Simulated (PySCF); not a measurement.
An unknown shows these calculated signals:

$^{1}$H NMR (400 MHz, computed): δ 8.33 (s, 1H), 7.05 (d, 1H), 6.83 (t, 1H), 6.40 (m, 1H), 4.76 (m, 2H).

$^{13}$C{$^{1}$H} NMR (computed): δ 167.7 (C), 163.3 (CH), 155.0 (CH), 136.2 (CH), 111.2 (CH).

Rapidly exchanging positions averaged, one computed conformer, no solvent, non-relativistic Hamiltonian. NMR shieldings at PBE0/pcSseg-1/GIAO; geometry from GFN2-xTB; PySCF 2.14.0 with density-fitted response routines.

Scale: $^{1}$H (σref 31.72) and $^{13}$C (σref 186.93) vs TMS (reference shieldings calculated alike).

Which of these does the molecule contain: a vinyl group CH=CH2, an ester, an amide, a non-aromatic C=C double bond, a Si–H bond, a CH3CH2 unit?

Results:


- A vinyl group CH=CH2: no.
- An ester: yes (δC 163.3; δH 8.33 (s)).
- An amide: no.
- A non-aromatic C=C double bond: yes.
- A Si–H bond: yes (δH 4.76 (m)).
- A CH3CH2 unit: no.

The data belong to SMILES O=COC1=C[SiH2]C=C1, C5H6O2Si; they needn't prove each group on their own.

Carbon signals by region: 2 in the far downfield region (above 160 ppm), 3 in the sp2 and nitrile region (100–160 ppm). Above 160 ppm: 167.7, alkene carbon bearing oxygen, 163.3, ester carbonyl carbon.

Shifts are as computed. Against solution values, carbons near 30 ppm lie about +3 ppm off and those near 130 ppm about +5 ppm. Of 1211 compounds with measured shifts, 218 miss one by over three times the rms of a fit or turn the order of signals round; such compounds aren't used in these exercises. Multiplicities follow the n + 1 count of equivalent neighbours, as no J values were calculated; m marks all less simple cases, F and P coupling included.
